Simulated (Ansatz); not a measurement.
Cl4Ga2H2, SMILES `[Cl][Ga@H-]1[Cl+][Ga@@H-]([Cl])[Cl+]1`, one more setting.

```yaml
crystal:
  periodic: [false, false, false]
  atoms:
    - {symbol: Cl, position_ang: [1.038032, 0.671219, -2.698433]}
    - {symbol: Ga, position_ang: [1.355148, 0.446679, -0.582303]}
    - {symbol: Cl, position_ang: [0.672175, -1.449271, -0.138405]}
    - {symbol: Ga, position_ang: [-1.302368, -0.495998, 0.991044]}
    - {symbol: Cl, position_ang: [-2.990557, -0.913045, -0.584356]}
    - {symbol: Cl, position_ang: [-0.308191, 1.627925, 0.543734]}
    - {symbol: H, position_ang: [2.676574, 0.817233, 0.235162]}
    - {symbol: H, position_ang: [-1.408553, -0.805593, 2.344973]}
basis:
  gaussian: {orbitals: def2-SVP}
hamiltonian: {xc: {name: HF}, pseudopotentials: {relativity: none}}
correlation: {method: ccsd_t}
```

```sh
$ ansatz run in.yaml --threads 4 --pin off --events-out ev --progress --plain --max-ram 11315MiB
```

Shortened log:

```
Functional definition: HF
  name "HF"
  cite "Fock, Z. Phys. 61, 126 (1930) doi:10.1007/BF01340294"
  parent pbe
  exchange = exact_x
  correlation = 0
1377 factors; integrals over basis functions are off by at most 1.0e-3 eV
mean field evaluation 1: about -154689.2270 eV, gradient 2.5e1 eV
mean field evaluation 2: about -154689.2335 eV, gradient 2.5e1 eV
mean field evaluation 4: about -154691.5008 eV, gradient 2.7e0 eV
mean field evaluation 8: about -154691.5258 eV, gradient 1.4e-4 eV
mean field -154691.52584528 eV, -5684.8087211320 hartree, gradient 3.0e-6 eV, S^2 0.000000; 0 other end points of the search recorded, 0 dependent functions left out
38 core orbitals not correlated: weight in the atoms' cores, before any rotation towards them, 1.000 or more for the frozen orbitals, at most 0.000 for the correlated occupied ones
reference -154691.52584528 eV, -5684.8087211320 hartree; 28, 28 occupied and 80, 80 virtual orbitals, 1377 factors
second order -26.07819544 eV of doubles, -0.00000000 eV of singles
cycle   1  -26.17771315 eV  change   -1.0e-1 eV  update   1.2e-1
cycle   2  -26.90947584 eV  change   -7.3e-1 eV  update   3.5e-2
cycle   3  -27.00778978 eV  change   -9.8e-2 eV  update   1.6e-2
cycle   4  -26.99933184 eV  change    8.5e-3 eV  update   3.2e-3
cycle   5  -26.99723261 eV  change    2.1e-3 eV  update   1.1e-3
cycle   6  -26.99695221 eV  change    2.8e-4 eV  update   3.1e-4
cycle   7  -26.99687260 eV  change    8.0e-5 eV  update   1.1e-4
cycle   8  -26.99690707 eV  change   -3.4e-5 eV  update   3.7e-5
perturbative correction -0.74132931 eV, -0.0272433495 hartree
Total energy: -154719.26408166 eV, -5685.8280825172 hartree
```

It took 26 s on 4 threads of an Arm Neoverse V1 on a shared host, with 0.9 GiB of host memory at the peak.
